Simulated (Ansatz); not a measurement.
A run for Ansatz (a first-principles code): U-wB97X-V/cc-pV(T+d)Z on SiC, 2S+1 = 3, a point of a bond scan (R = 2.056 Å). Files ending in .json are basis or fitting sets from the Basis Set Exchange.

Ansatz 0.2 input:
```yaml
crystal:
  periodic: [false, false, false]
  atoms:
    - {symbol: Si, position_ang: [-0.00000000, -0.00000000, -0.51408316]}
    - {symbol: C, position_ang: [0.00000000, 0.00000000, 1.54224946]}
basis:
  gaussian:
    orbitals: cc-pV_T+d_Z.json
hamiltonian:
  xc: {name: wB97X-V}
magnetization: {spin_polarized: true, initial_magnetization: 2}
```

The log:

```
WARN ansatz: RAYON_NUM_THREADS=1 ignored (pool sized by the plan → 1); use --threads N
Functional definition: wB97X-V
integrals: 0.02 GiB planned
481 factors; their error is unknown
integrals: 0.05 GiB planned
91 factors; integrals over basis functions are off by at most 1.3e-4 eV
mean field: 0.24 GiB planned
mean field evaluation 1: about -8903.9948 eV, gradient 1.7e1 eV
mean field evaluation 2: about -8903.1117 eV, gradient 2.0e1 eV
mean field evaluation 4: about -8905.9556 eV, gradient 3.7e-1 eV
mean field evaluation 8: about -8905.9930 eV, gradient 8.8e-2 eV
mean field evaluation 16: about -8905.9933 eV, gradient 1.3e-4 eV
mean field evaluation 32: about -8905.8275 eV, gradient 1.4e0 eV
mean field -8905.99333673 eV, -327.2892184256 hartree, gradient 9.4e-6 eV, S^2 2.004110; 2 other end points of the search recorded, 0 dependent functions left out
reference -8905.99333677 eV, -327.2892184272 hartree; 11, 9 occupied and 58, 60 virtual orbitals, 481 factors
Total energy: -8905.99333677 eV, -327.2892184272 hartree
```

The calculation finished and met its thresholds.

Cost: around 5 core-seconds (rough).
